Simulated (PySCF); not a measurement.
**Steps of a relaxation of [OsOF5]+**

[OsOF5]+ (singlet). PySCF 2.14.0, RKS TPSS, Os def2-SVP with ECP60, O def2-SVP, F def2-SVP; non-relativistic Hamiltonian with scalar-relativistic core potentials where named; density fitting; no spin-orbit coupling. Origin of the start: displaced along the imaginary mode. Columns: position (Å) and force (eV/Å). Energies are counted from the last step; some of the 14 steps are shown. Forces carry noise of the integration grid, about 0.01 to 0.03 eV/Å.

Run from Python with OMP_NUM_THREADS=2. Where DIIS fails, smearing, a level shift and second-order steps follow.
It took 76 s on 2 threads of Arm Neoverse V2, with other jobs on the host, from the converged density of the start.

```xyz
7
step 0  E = 0.653 eV
Os    0.0327   -0.0033    0.0360     0.03   -0.08   -0.02
O     1.3876   -0.1951    1.0365    -0.44   -0.07   -0.39
F    -0.5909    1.3105    1.2051     0.31   -0.32   -0.47
F    -1.0307   -1.0925    1.1101     0.18    0.43   -0.47
F     1.3204    0.2039   -1.3145    -0.30    0.13    0.42
F    -0.8024    1.1892   -1.1377     0.04   -0.37    0.45
F    -0.3948   -1.4138   -1.0993     0.17    0.28    0.47
```

```xyz
7
step 4  E = 0.340 eV
Os    0.0456   -0.0188    0.0297    -0.06   -0.12   -0.04
O     1.3718   -0.3559    1.0133     0.13   -0.30    0.14
F    -0.3838    1.3630    1.1638     0.20    0.25    0.07
F    -1.2018   -0.9491    1.0026    -0.20    0.13    0.04
F     1.2927    0.4023   -1.2660     0.03    0.31    0.00
F    -0.9785    1.0508   -1.0836    -0.29   -0.10   -0.10
F    -0.2242   -1.4934   -1.0236     0.19   -0.17   -0.10
```

```xyz
7
step 9  E = 0.004 eV
Os    0.0495   -0.0456    0.0335     0.12    0.13   -0.04
O     1.2632   -0.6955    1.0318    -0.10   -0.05   -0.06
F    -0.0507    1.5092    0.9942    -0.09    0.03    0.07
F    -1.3331   -0.7402    1.0083    -0.03   -0.02    0.04
F     1.2582    0.7556   -1.0843     0.07   -0.04   -0.07
F    -1.2450    0.7151   -1.0708    -0.01   -0.06    0.05
F    -0.0205   -1.4998   -1.0764     0.03    0.01    0.00
```

Problem. Where does the relaxation end?

Solution. It converges at step 13 in C4v:
```xyz
7
step 13  E = 0
Os    0.0544   -0.0362    0.0320
O     1.2504   -0.7145    1.0301
F    -0.0558    1.5171    0.9957
F    -1.3266   -0.7310    1.0145
F     1.2689    0.7549   -1.0877
F    -1.2569    0.6980   -1.0674
F    -0.0126   -1.4894   -1.0810
```

Problem. How did the contacts change?

Solution. 
| contact | start (Å) | end (Å) |
| --- | --- | --- |
| Os1–O2 (O) | 1.695 | 1.699 |
| Os1–F3 (F) | 1.866 | 1.831 |
| Os1–F4 (F) | 1.863 | 1.832 |
| Os1–F5 (F) | 1.878 | 1.832 |
| Os1–F6 (F) | 1.870 | 1.862 |
| Os1–F7 (F) | 1.860 | 1.832 |


No frequency check is given that shows the relaxed geometry to be a minimum.
